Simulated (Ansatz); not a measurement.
Abridged output of a molecular run in Ansatz:

```
Functional definition: HF
1358 factors; integrals over basis functions are off by at most 1.2e-3 eV
mean field evaluation 1: about -60600.5366 eV, gradient 5.1e1 eV
mean field evaluation 2: about -60600.5432 eV, gradient 5.1e1 eV
mean field evaluation 4: about -60605.7281 eV, gradient 4.0e0 eV
mean field evaluation 8: about -60605.7712 eV, gradient 2.6e-4 eV
mean field -60605.77123869 eV, -2227.2210129547 hartree, gradient 1.4e-6 eV, S^2 0.000000; 0 other end points of the search recorded, 0 dependent functions left out
14 core orbitals not correlated: weight in the atoms' cores, before any rotation towards them, 1.000 or more for the frozen orbitals, at most 0.000 for the correlated occupied ones
reference -60605.77123869 eV, -2227.2210129547 hartree; 23, 23 occupied and 100, 100 virtual orbitals, 1358 factors
second order -28.69367220 eV of doubles, -0.00000000 eV of singles
cycle   1  -28.53233884 eV  change    1.6e-1 eV  update   1.4e-1
cycle   2  -29.33468190 eV  change   -8.0e-1 eV  update   4.0e-2
cycle   3  -29.53699574 eV  change   -2.0e-1 eV  update   2.2e-2
cycle   4  -29.52278868 eV  change    1.4e-2 eV  update   5.3e-3
cycle   5  -29.51996590 eV  change    2.8e-3 eV  update   2.5e-3
cycle   6  -29.52062220 eV  change   -6.6e-4 eV  update   7.5e-4
cycle   7  -29.52018902 eV  change    4.3e-4 eV  update   2.7e-4
cycle   8  -29.52007922 eV  change    1.1e-4 eV  update   7.9e-5
cycle   9  -29.52009536 eV  change   -1.6e-5 eV  update   3.1e-5
perturbative correction -0.78630441 eV, -0.0288961539 hartree
Total energy: -60636.07763846 eV, -2228.3347526037 hartree
```

Its atoms:

Cartesian coordinates in Å:
```
C -0.040 1.348 1.368
O -0.857 0.204 1.338
Ga -0.827 -1.068 0.096
O -1.943 -2.424 0.306
O 0.217 -1.106 -1.332
C 1.146 -0.110 -1.679
H -0.401 2.007 2.162
H -0.065 1.913 0.428
H 1.006 1.101 1.587
H -2.471 -2.335 1.103
H 1.741 -0.479 -2.519
H 0.658 0.818 -1.997
H 1.837 0.131 -0.862
```

Task: Which basis set was used?
A. def2-SVP
B. def2-SVPD
C. def2-QZVPP
D. def2-TZVPP

Result: A. It gives 137 functions.

Task: Write the keys of the input that set method, charge and spin (a neutral closed shell needs none for the last two).

Result: 
```yaml
correlation: {method: ccsd_t}
```
